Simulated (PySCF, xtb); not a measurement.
CCl₃, SMILES Cl[C](Cl)Cl, multiplicity 2.

Harmonic wavenumbers (cm⁻¹) from GFN2-xTB run with xtb at its own minimum, in rising order: 241, 241, 314, 516, 770, 770.

What does PySCF 2.14.0 with PBE0-D3(BJ)/def2-SVP give at its own minimum? (An estimate is asked for; the answer gives what the named calculation found.)

275, 276, 323, 514, 929, 929. Paired by order, the mean absolute difference is 67 cm⁻¹ and the zero-point energies are 4.1 and 4.6 kcal/mol.
